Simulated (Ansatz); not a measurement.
CH6AsBOSi, SMILES `O[SiH]1CB[AsH]1`. The species carries charge 0 and has multiplicity 1. The structure was optimised at the PBE0-D4/def2-TZVP level. It is one conformer, not always the lowest.

```xyz
11

O    -1.759    1.142   -0.971
Si   -0.273    0.720   -0.402
C    -0.410   -0.240    1.211
B     0.838   -1.034    0.751
As    0.684   -1.260   -1.270
H    -1.832    1.352   -1.904
H     0.635    1.894   -0.377
H    -0.466    0.210    2.199
H    -1.342   -0.781    0.987
H     1.838   -1.213    1.378
H     2.088   -0.790   -1.602
```

What is the dipole moment at r2SCAN/def2-TZVPP? (An estimate is asked.)

The calculation gave: 1.10 D, with components (-0.30, 0.97, -0.40) D in this frame, pointing from negative to positive charge.

And with PBE, B3LYP, ωB97M-V? (Estimate.)

The calculation gave: PBE 1.08 D, B3LYP 1.02 D, ωB97M-V 1.06 D.

Give the Mulliken charges with r2SCAN, PBE, ωB97M-V in def2-TZVPP. (Estimate.)

Computed: 
```json
{"atom": "O1", "r2SCAN": "-0.41", "PBE": "-0.35", "ωB97M-V": "-0.37"}
{"atom": "Si2", "r2SCAN": "0.44", "PBE": "0.32", "ωB97M-V": "0.39"}
{"atom": "C3", "r2SCAN": "-0.25", "PBE": "-0.23", "ωB97M-V": "-0.34"}
{"atom": "B4", "r2SCAN": "0.01", "PBE": "-0.02", "ωB97M-V": "-0.04"}
{"atom": "As5", "r2SCAN": "-0.07", "PBE": "-0.06", "ωB97M-V": "-0.16"}
{"atom": "H6", "r2SCAN": "0.20", "PBE": "0.19", "ωB97M-V": "0.18"}
{"atom": "H7", "r2SCAN": "-0.10", "PBE": "-0.09", "ωB97M-V": "-0.05"}
{"atom": "H8", "r2SCAN": "0.07", "PBE": "0.09", "ωB97M-V": "0.11"}
{"atom": "H9", "r2SCAN": "0.12", "PBE": "0.14", "ωB97M-V": "0.16"}
{"atom": "H10", "r2SCAN": "0.01", "PBE": "0.01", "ωB97M-V": "0.08"}
{"atom": "H11", "r2SCAN": "-0.01", "PBE": "-0.01", "ωB97M-V": "0.02"}
```

B3LYP here is the variant with VWN-RPA as its local correlation; programs differ in this.
